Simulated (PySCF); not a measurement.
C₂H₃O₂, SMILES O(C)[C]=O, multiplicity 2.

Geometry optimised at B3LYP-D3(BJ)/def2-SVP. The isomer is the one that the SMILES or the coordinates give; other isomers of the formula were not compared. Other conformers were not sampled.

These are PBE/def2-TZVPD in PySCF values and carry that method's errors.

Isolated molecule, no solvent.

| Item | Value |
|---|---|
| total energy | -228.24339 hartree |
| point group | Cs |
| α spin, highest occupied and lowest empty level | -5.38 and -1.24 eV |
| β spin, highest occupied and lowest empty level | -8.04 and -3.61 eV |
| dipole moment | 2.64 D |
| quadrupole, principal values (traceless, Buckingham form, about the centre of nuclear charge) | -4.20, 1.77, 2.43 D·Å |
| mean static polarisability | 35.7 bohr³ (5.28 Å³) |
| polarisability, principal values | 28.0, 35.4, 43.6 bohr³ |
| ⟨S²⟩ | 0.753 (pure state 0.75) |
